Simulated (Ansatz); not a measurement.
Geometry optimisation, Ansatz 0.2.0, RKS PBE0/cc-pVDZ.

Input file:

```yaml
crystal:
  periodic: [false, false, false]
  atoms:
    - { symbol: "N", position_ang: [-1.3247, 0.8145, -0.2947] }
    - { symbol: C, position_ang: [0.0407, 0.4939, -0.0734] }
    - { symbol: Si, position_ang: [0.4099, -0.6815, 1.2863] }
    - { symbol: Si, position_ang: [0.7956, -1.0042, -0.9076] }
    - { symbol: H, position_ang: [-1.5019, 1.2923, -1.2379] }
    - { symbol: H, position_ang: [-1.7065, 1.5562, 0.3783] }
    - { symbol: H, position_ang: [-1.25855, -0.20739, -0.11313] }
    - { symbol: H, position_ang: [1.6243, -0.1793, 2.1121] }
    - { symbol: H, position_ang: [-0.763, -1.1881, 2.0352] }
    - { symbol: H, position_ang: [-0.299, -1.7581, -1.6652] }
    - { symbol: H, position_ang: [2.0366, -0.7445, -1.5032] }
basis:
  gaussian: { orbitals: cc-pVDZ }
hamiltonian:
  xc: pbe0
relax:
  f_tol: 0.02
  max_steps: 50
```

Run as:

```bash
$ ansatz run input.yaml --threads 2 --pin off --max-ram 3072MiB --backend cpu --events-out ev --progress --plain --runs-dir out
```

**Question.** Where does it end, and by what steps?

**Answer.** The forces met the threshold. After 9 steps the energy has fallen by 2.356 eV; H7 moved furthest, 1.30 Å.

```json
{"step": "0", "energy less start (eV)": "0.0000", "largest force component (eV/Å)": "4.559", "accepted": "yes"}
{"step": "1", "energy less start (eV)": "-1.0687", "largest force component (eV/Å)": "2.263", "accepted": "yes"}
{"step": "2", "energy less start (eV)": "-1.5814", "largest force component (eV/Å)": "1.662", "accepted": "yes"}
{"step": "3", "energy less start (eV)": "-1.9467", "largest force component (eV/Å)": "1.672", "accepted": "yes"}
{"step": "4", "energy less start (eV)": "-2.1487", "largest force component (eV/Å)": "0.957", "accepted": "yes"}
{"step": "5", "energy less start (eV)": "-2.2585", "largest force component (eV/Å)": "0.618", "accepted": "yes"}
{"step": "6", "energy less start (eV)": "-2.3264", "largest force component (eV/Å)": "0.390", "accepted": "yes"}
{"step": "7", "energy less start (eV)": "-2.3519", "largest force component (eV/Å)": "0.132", "accepted": "yes"}
{"step": "8", "energy less start (eV)": "-2.3548", "largest force component (eV/Å)": "0.112", "accepted": "yes"}
{"step": "9", "energy less start (eV)": "-2.3563", "largest force component (eV/Å)": "0.011", "accepted": "yes"}
```

```xyz
11
Properties=species:S:1:pos:R:3
N -1.392 0.998 -0.329
C -0.249 0.120 -0.049
Si 0.515 -0.722 1.353
Si 0.797 -1.076 -0.906
H -1.285 1.479 -1.231
H -1.482 1.736 0.379
H -2.308 0.522 -0.366
H 1.471 0.002 2.272
H -0.230 -1.721 2.214
H 0.244 -2.316 -1.578
H 1.973 -0.627 -1.743
```

Whether the end is a true minimum wasn't checked by a vibrational analysis.

Run time: 21 s on 2 threads of Intel(R) Xeon(R) Platinum 8488C (Sapphire Rapids) (shared host), peak memory 0.23 GiB.
